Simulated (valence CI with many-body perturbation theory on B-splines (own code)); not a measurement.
Pd³²⁺: one-electron terms

Level of theory: valence CI with perturbative core correlation (CI+MBPT): four valence electrons over a frozen Dirac-Fock core [Ne], a basis of 11 s, 11 p, 10 d, 8 f, 5 g, 2 h functions for each j, with the one-electron correlation potential Σ1 (screened to all orders), the two-electron term Σ2, the three-electron term Σ3, Breit, model QED; selected single and double excitations, second order for the rest, scaled by the run's own slope (own B-spline code, finite nucleus).

No measured spectrum was set against this ion. As an estimate, large intervals hold to a few tenths of a per cent, small ones and those within an open d or f shell to about a per cent. Among the levels kept, up to 700 cm⁻¹ of a level comes from second order outside the variational space, and about a tenth of that is noise between levels of different J, which matters for small intervals.

These are the spectroscopic orbitals of the CI (the correlating ones are not listed), shaped by the core and the other valence electrons. h is the expectation value of the core's Dirac-Fock operator, without the valence repulsion; Σ1 is computed up to l = 3 at one energy for each symmetry, that of its lowest orbital but kept below the first core excitation, so for empty shells it is not the orbital's own correlation shift; Breit and QED include the response of the core, and the two lowest orbitals of each symmetry also the frequency dependence of Breit exchange, which makes a step in that column.

```csv
Orbital,h (hartree),Σ1 (cm⁻¹),Breit (cm⁻¹),QED (cm⁻¹),⟨r⟩ (bohr)
3s1/2,-82.639,-6261,8303,6150,0.3351
4s1/2,-44.769,-2054,3181,2418,0.6251
5s1/2,-28.025,-928,1509,1166,1.009
6s1/2,-19.184,-503,840,653,1.483
7s1/2,-13.952,-305,516,402,2.048
8s1/2,-10.601,-199,339,265,2.703
3p1/2,-79.688,-7862,13726,-201,0.3205
4p1/2,-43.538,-2537,5289,-73.4,0.6181
5p1/2,-27.409,-1159,2566,-34.9,1.008
6p1/2,-18.832,-632,1442,-19.4,1.488
7p1/2,-13.732,-384,890,-11.9,2.058
8p1/2,-10.455,-251,588,-7.8,2.719
3p3/2,-78.161,-7390,8407,403,0.3276
4p3/2,-42.921,-2427,3198,161,0.6277
5p3/2,-27.1,-1116,1607,79.8,1.020
6p3/2,-18.656,-612,902,45.3,1.502
7p3/2,-13.623,-373,557,28.1,2.075
8p3/2,-10.382,-244,368,18.7,2.738
3d3/2,-74.334,-8881,6120,-240,0.2858
4d3/2,-41.458,-2428,2184,-83.2,0.5959
5d3/2,-26.383,-1075,1040,-39.5,0.9957
6d3/2,-18.251,-580,579,-22.0,1.486
7d3/2,-13.371,-352,356,-13.5,2.067
3d5/2,-73.998,-8472,2844,-41.5,0.2879
4d5/2,-41.312,-2311,1009,-4.1,0.5985
5d5/2,-26.308,-1023,487,0.0,0.9990
6d5/2,-18.208,-553,272,0.6,1.490
7d5/2,-13.344,-335,168,0.6,2.071
4f5/2,-40.531,-1966,179,-26.6,0.5285
5f5/2,-25.918,-964,123,-14.7,0.9346
6f5/2,-17.985,-546,78.6,-8.8,1.431
7f5/2,-13.205,-339,52.5,-5.7,2.017
4f7/2,-40.472,-1928,36.3,6.2,0.5297
5f7/2,-25.887,-944,25.0,2.0,0.9361
6f7/2,-17.968,-533,15.5,0.8,1.432
7f7/2,-13.194,-331,10.4,0.4,2.019
5g7/2,-25.797,,3.4,-5.3,0.8277
6g7/2,-17.917,,3.4,-3.2,1.325
7g7/2,-13.163,,2.7,-2.0,1.915
5g9/2,-25.78,,0.2,3.9,0.8285
6g9/2,-17.907,,0.2,2.2,1.326
7g9/2,-13.156,,0.2,1.3,1.915
6h9/2,-17.892,,,,1.180
6h11/2,-17.885,,,,1.180
```

Among the shells of the start configuration 3s2 3p2, Σ1 is largest in size for 3p1/2, where it is 0.045 % of h.

Lowest root of each symmetry, sizes in configuration state functions:

| J | Parity | Roots | Reference | Variational | Second order | Change by selected CI (cm⁻¹) | Change by second order (cm⁻¹) |
| --- | --- | --- | --- | --- | --- | --- | --- |
| 0 | even | 12 | 61 | 25483 | 88415 | -8259 | -1 |
| 1 | even | 17 | 125 | 31998 | 209523 | -7266 | -87 |
| 2 | even | 24 | 164 | 31870 | 318554 | -8148 | -150 |
| 3 | even | 15 | 123 | 31993 | 296626 | -7526 | -166 |
| 4 | even | 10 | 79 | 31796 | 315900 | -6476 | -116 |
| 5 | even | 3 | 28 | 32164 | 189717 | -8065 | -67 |
| 0 | odd | 11 | 55 | 26091 | 54035 | -8223 | -2 |
| 1 | odd | 26 | 145 | 31971 | 168353 | -7822 | -126 |
| 2 | odd | 30 | 177 | 31849 | 232345 | -5455 | -195 |
| 3 | odd | 24 | 153 | 31962 | 268662 | -6233 | -360 |
| 4 | odd | 15 | 100 | 31986 | 294592 | -8250 | -334 |
| 5 | odd | 6 | 48 | 32144 | 204767 | -10243 | -136 |
| 6 | odd | 2 | 16 | 30842 | 130511 | -8256 | -15 |
